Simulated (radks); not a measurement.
These are the eigenvalues of the occupied orbitals of an atom or ion with whole-number occupations (Ry). Method: scalar-relativistic Kohn-Sham, exchange-only LDA, spin-polarised, spherical densities, point nucleus; computed with a radial shooting solver on a logarithmic mesh with Libxc functionals.

orbital  eigenvalue
1s up     -3312.045
1s down   -3312.031
2s up     -543.7429
2s down   -543.7322
2p up     -486.4446
2p down   -486.4315
3s up     -123.5084
3s down   -123.4059
3p up     -105.5172
3p down   -105.4144
3d up     -80.78318
3d down   -80.70061
4s up     -29.52208
4s down   -29.27677
4p up     -23.58363
4p down   -23.33650
4d up     -15.18326
4d down   -14.93040
5s up      -8.45114
5s down    -8.15726
5p up      -6.78547
5p down    -6.50884
4f up      -6.09795

Which element is it, and in what charge state? The configuration may be excited. Open shells, if any, are filled with parallel spins first.

Answer. Z = 61, promethium, charge +6: Pm6+ in [Kr] 4d10 4f3 5s2 5p4. The list shows which subshells hold electrons but not how many an open one holds; the 1s level, -1656 hartree, gives Z - s = 57.6 by -(Z - s)^2/2, which with screening and relativity narrows Z to a few neighbours, and the depths of the outer levels then fix element, charge and occupations together.
